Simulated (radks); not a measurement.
Valence configurations of Si+ (all share [Ne]). Calculated with a radial shooting solver on a logarithmic mesh with Libxc functionals: non-relativistic Kohn-Sham, PBEsol, spin-polarised, spherical densities, point nucleus; open shells are filled with parallel spins first. Energies are relative to 3s2 3p1; eigenvalues in eV for spin up.

| valence | E (eV) | moment (Bohr magnetons) | e(3p) | e(3s) |
|---|---|---|---|---|
| 3s2 3p1 | 0.000 | 1 | -12.089 | -19.401 |
| 3s1.5 3p1.5 | 2.808 | 2 | -12.724 | -20.143 |
| 3s1 3p2 | 5.007 | 3 | -13.225 | -20.757 |
| 3p3 | 12.566 | 3 | -13.781 | - |
| 3s0.5 3p2.5 | 8.780 | 3 | -13.509 | -21.068 |

NIST lists [Ne] 3s2 3p1 as the ground configuration; this level of theory agrees among the configurations tried. The energies are those of spherical high-spin densities, not of single terms.
